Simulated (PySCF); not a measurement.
Si(H)2(Cl)2 cation (Cl₂H₂Si), SMILES Cl[SiH2]Cl (connectivity only; charge and spin as stated), charge +1, multiplicity 2.

The structure is a stationary point at B3LYP-D3(BJ)/def2-TZVP. The geometry has at least one imaginary mode, so it is a saddle point at that level. The spin state was assumed, not searched. The isomer is the one that the SMILES or the coordinates give; other isomers of the formula were not compared.

Computed with TDA-PBE/def2-SVPD in PySCF.

Vertical excitations. The molecule is in vacuum.

Computed lowest excited states:
```tsv
state	energy (eV)	λ (nm)	f	main pairs
root 1	0.67	1848	0.000	β HOMO→LUMO 100 %
root 2	0.97	1283	0.001	β HOMO−1→LUMO 99 %
root 3	2.12	585	0.112	β HOMO−2→LUMO 93 %
root 4	2.97	418	0.010	β HOMO−4→LUMO 97 %
root 5	3.13	396	0.000	β HOMO−5→LUMO 100 %
root 6	3.34	372	0.064	β HOMO−3→LUMO 95 %
root 7	6.53	190	0.030	β HOMO−6→LUMO 93 %
root 8	6.92	179	0.000	α HOMO−1→LUMO 46 %, β HOMO→LUMO+1 53 %
root 9	7.16	173	0.007	α HOMO→LUMO 98 %
root 10	7.16	173	0.000	α HOMO−2→LUMO 36 %, β HOMO−1→LUMO+1 63 %
```
Unrestricted roots are not spin-pure.
